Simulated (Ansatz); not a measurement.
Reaction (redistribution): `[OH][Y]([OH])[Cl]` + `[F][In]([Cl])[N]([SiH3])[SiH3]` → `[OH][Y]([OH])[F]` + `[SiH3][N]([SiH3])[In]([Cl])[Cl]`

Isolated molecules relaxed with PBE0-D4/def2-TZVP in Ansatz; ΔE leaves out vibrations. CCSD(T)/CBS adds triple-zeta CCSD(T) − MP2 to the extrapolated MP2 energy (def2 sets, frozen cores). DFT in def2-TZVPP. HSE06 is defined as in plane-wave codes. def2 core potentials past Kr. For In, Y outer-core shells are correlated without core-valence functions, which leaves a few kJ/mol of doubt a bond. One conformer a species, not always the lowest.

| level | ΔE (kJ/mol) |
| --- | --- |
| HSE06-D4 | -53.8 |
| r2SCAN | -48.9 |
| PBE0 | -51.1 |
| r2SCANh | -49.3 |
| HF/def2-SVP | -45.4 |
| MP2/def2-TZVPP | -52.4 |
| CCSD/def2-TZVPP | -48.4 |
| CCSD/CBS(def2) | -50.1 |

What does CCSD(T)/CBS give? (An estimate is asked.)

The calculation gave: -50.6 kJ/mol. The listed levels differ from it by -3.2, 1.7, -0.5, 1.3, 5.2, -1.8, 2.2, 0.5 kJ/mol.

Largest T1 diagnostic among the species: 0.015.

The D4 term adds −5.0 kJ/mol with B3LYP and −2.8 kJ/mol with PBE0; it sums over pairs of atoms, weighted by their polarisabilities, and B3LYP, whose exchange is more repulsive, gets the larger term. At CCSD(T), def2-SVP lies −6.2 kJ/mol from the extrapolated value and def2-TZVPP +1.8 kJ/mol. In def2-TZVPP, CCSD(T) changes the Hartree–Fock value by −8.2 kJ/mol (the triples alone add −0.5 kJ/mol) and MP2 by −11.7 kJ/mol.

B3LYP here is the variant with VWN-RPA as its local correlation; programs differ in this.
